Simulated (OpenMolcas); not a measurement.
A calculation on neutral bismuth.

```yaml
Program: OpenMolcas 26.06
Method: CASSCF
Basis: ANO-RCC-VTZP [8s7p5d3f2g]
Scalar_Hamiltonian: DKH2, point nucleus
Active_space: 5 electrons in 4 orbitals (6s 6p)
State_averaging: 2S+1 = 4 odd, 1 root; 2S+1 = 2 odd, 8 roots
Spin-orbit_coupling: state interaction with AMFI integrals over the reference wave functions, term energies averaged over their components
```

Question: Which level of the active space comes out lowest?

Answer: 6s2 6p3 4S* 3/2, with 75 % of that term; it is also the measured ground level.

Question: How high does 6s2 6p3 2P* 3/2 [66 %] lie?

Answer: 31532 cm-1 above the lowest level; measured 33165 cm-1 above the ground level, so the calculation is off by -5 %.

Question: How high does 6s2 6p3 2P* 1/2 lie?

Answer: 22774 cm-1 above the lowest level; measured 21661 cm-1 above the ground level, so the calculation is off by +5 %.

Question: How high does 6s2 6p3 2D* 5/2 lie?

Answer: 16830 cm-1 above the lowest level; measured 15438 cm-1 above the ground level, so the calculation is off by +9 %.

Measured values: NIST Handbook of Basic Atomic Spectroscopic Data.

Spin-orbit splittings of 6p shells tend to come out small when the coupling is added on scalar orbitals. Computed and measured levels are paired by configuration, term and J; levels that our copy of the source lacks, or whose pairing is in doubt (as where it misses far off the trend of its configuration), stay unpaired and out of the deviations. Only configurations of the active space appear.

A share in square brackets marks a mixed level and gives the weight of the term that names it. * marks odd parity.
